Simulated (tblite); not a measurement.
C₇H₁₁FN₂.
Atom-mapped SMILES: `[CH3:1]/[N:2]=[CH:3]\[C:4]1=[C:5]([F:6])[N:7]([CH3:8])[CH2:9][CH2:10]1` (hydrogens: H11, H12, H13 on C1; H14 on C3; H15, H16, H17 on C8; H18, H19 on C9; H20, H21 on C10)

Computed with GFN2-xTB (tblite), gas phase: L-BFGS steps from a force-field or distance-geometry start until the largest atomic force falls under 0.01 eV/Å.

Step 30: E = -847.6360 eV
```
atom  x, y, z in Å  |  force x, y, z in eV/Å
C1      3.3171    0.2179   -0.6648   -0.009  -0.006   0.015
N2      2.8433   -1.0718   -0.2493    0.036  -0.072   0.025
C3      1.6326   -1.3279    0.0248    0.024  -0.008  -0.005
C4      0.4369   -0.5279    0.0206    0.004   0.006   0.024
C5     -0.7917   -1.0272    0.2835   -0.043   0.015  -0.038
F6     -1.0926   -2.2851    0.6124    0.000  -0.006  -0.015
N7     -1.8237   -0.1528    0.1229   -0.023   0.034   0.062
C8     -3.1289   -0.3217    0.7016   -0.030  -0.008  -0.004
C9     -1.2561    1.1762   -0.0425   -0.013   0.022  -0.005
C10     0.2491    0.9419   -0.3011   -0.069   0.071  -0.005
H11     2.8280    0.5699   -1.5758   -0.036   0.014  -0.010
H12     4.3846    0.1199   -0.8636    0.022  -0.020  -0.002
H13     3.1822    0.9707    0.1147   -0.015   0.038   0.016
H14     1.4482   -2.3604    0.3189    0.032   0.025  -0.013
H15    -3.1558   -0.0510    1.7667    0.040   0.006  -0.064
H16    -3.8365    0.3099    0.1627    0.026  -0.010   0.008
H17    -3.4387   -1.3611    0.5957    0.047   0.016   0.020
H18    -1.7478    1.6819   -0.8788    0.003  -0.003   0.026
H19    -1.4251    1.7727    0.8661    0.028  -0.028  -0.045
H20     0.8617    1.5901    0.3259    0.009  -0.052   0.019
H21     0.5043    1.1528   -1.3411   -0.033  -0.032  -0.009
```

Step 31: E = -847.6373 eV
```
atom  x, y, z in Å  |  force x, y, z in eV/Å
C1      3.3200    0.2144   -0.6622   -0.012   0.002   0.015
N2      2.8443   -1.0736   -0.2430    0.036  -0.054   0.016
C3      1.6319   -1.3264    0.0258    0.028  -0.009   0.002
C4      0.4367   -0.5256    0.0153    0.001   0.001   0.023
C5     -0.7914   -1.0278    0.2741   -0.038   0.017  -0.026
F6     -1.0908   -2.2867    0.6001   -0.004  -0.006  -0.017
N7     -1.8238   -0.1538    0.1146   -0.047   0.015   0.059
C8     -3.1244   -0.3218    0.7017   -0.061  -0.009   0.007
C9     -1.2582    1.1764   -0.0418   -0.035   0.007   0.002
C10     0.2448    0.9443   -0.3038   -0.041   0.060  -0.010
H11     2.8289    0.5676   -1.5719   -0.031   0.003  -0.014
H12     4.3874    0.1145   -0.8623    0.009  -0.018  -0.002
H13     3.1864    0.9691    0.1157   -0.008   0.033   0.024
H14     1.4441   -2.3570    0.3241    0.035   0.020  -0.017
H15    -3.1463   -0.0356    1.7628    0.038  -0.005  -0.055
H16    -3.8378    0.3000    0.1597    0.015   0.001  -0.004
H17    -3.4320   -1.3630    0.6107    0.053   0.011   0.023
H18    -1.7542    1.6884   -0.8710    0.007   0.003   0.006
H19    -1.4264    1.7643    0.8719    0.028  -0.013  -0.024
H20     0.8561    1.5927    0.3226    0.040  -0.035   0.030
H21     0.4958    1.1564   -1.3437   -0.014  -0.024  -0.037
```

Step 32: E = -847.6383 eV
```
atom  x, y, z in Å  |  force x, y, z in eV/Å
C1      3.3230    0.2115   -0.6600   -0.010   0.008   0.012
N2      2.8456   -1.0756   -0.2378    0.022  -0.012   0.005
C3      1.6315   -1.3247    0.0268    0.019  -0.003   0.007
C4      0.4361   -0.5233    0.0120   -0.004  -0.003   0.012
C5     -0.7922   -1.0278    0.2656   -0.017   0.013  -0.011
F6     -1.0897   -2.2878    0.5896   -0.008  -0.002  -0.021
N7     -1.8254   -0.1545    0.1073   -0.043  -0.002   0.040
C8     -3.1220   -0.3221    0.7018   -0.059  -0.005   0.010
C9     -1.2609    1.1767   -0.0414   -0.038  -0.005   0.006
C10     0.2405    0.9472   -0.3061   -0.001   0.023  -0.010
H11     2.8302    0.5662   -1.5690   -0.020  -0.013  -0.003
H12     4.3903    0.1087   -0.8612   -0.010  -0.009  -0.001
H13     3.1910    0.9684    0.1168    0.000   0.015   0.020
H14     1.4414   -2.3537    0.3281    0.030   0.007  -0.016
H15    -3.1371   -0.0224    1.7586    0.024  -0.009  -0.028
H16    -3.8401    0.2909    0.1573   -0.004   0.009  -0.015
H17    -3.4255   -1.3651    0.6248    0.048  -0.001   0.022
H18    -1.7589    1.6951   -0.8644    0.002   0.008  -0.013
H19    -1.4272    1.7563    0.8768    0.021   0.009   0.003
H20     0.8521    1.5944    0.3203    0.051  -0.018   0.027
H21     0.4885    1.1583   -1.3464   -0.003  -0.013  -0.048
```

Question: Estimate the geometry and energy of step 33. (The exact step hangs on the optimiser's Hessian estimate; all steps are aligned on step 32, rigid shifts and turns removed.)

Answer: E = -847.6389 eV, largest force 0.046 eV/Å
```
atom  x, y, z in Å  |  force x, y, z in eV/Å
C1      3.3249    0.2100   -0.6585   -0.006   0.010   0.008
N2      2.8467   -1.0768   -0.2348    0.005   0.021   0.000
C3      1.6316   -1.3235    0.0276    0.005   0.005   0.009
C4      0.4354   -0.5217    0.0107   -0.007  -0.003   0.000
C5     -0.7934   -1.0274    0.2604    0.000   0.007   0.001
F6     -1.0894   -2.2883    0.5830   -0.012   0.003  -0.023
N7     -1.8276   -0.1549    0.1028   -0.020  -0.005   0.017
C8     -3.1219   -0.3225    0.7020   -0.033   0.001   0.005
C9     -1.2633    1.1769   -0.0411   -0.021  -0.007   0.007
C10     0.2379    0.9493   -0.3075    0.022  -0.010  -0.008
H11     2.8313    0.5654   -1.5675   -0.012  -0.023   0.009
H12     4.3921    0.1047   -0.8605   -0.021   0.001   0.000
H13     3.1943    0.9684    0.1178    0.004   0.000   0.013
H14     1.4405   -2.3515    0.3301    0.023  -0.005  -0.013
H15    -3.1310   -0.0147    1.7556    0.006  -0.005   0.000
H16    -3.8425    0.2852    0.1557   -0.019   0.011  -0.018
H17    -3.4210   -1.3667    0.6341    0.035  -0.014   0.018
H18    -1.7614    1.6999   -0.8608   -0.004   0.007  -0.018
H19    -1.4274    1.7513    0.8801    0.013   0.023   0.017
H20     0.8508    1.5951    0.3194    0.043  -0.011   0.012
H21     0.4843    1.1589   -1.3488    0.000  -0.006  -0.036
```

The energy changes by -0.0005 eV. The first-order estimate −F·Δx gives -0.0008 eV and the mean of the old and new forces, exact on a quadratic surface, -0.0006 eV. The step makes an angle of 77° with the force vector and moves no atom by more than 0.010 Å.

The cost below is that of the whole relaxation. The run took 0.66 s of wall time on one thread, Arm Neoverse V2 (aarch64), on a shared host.
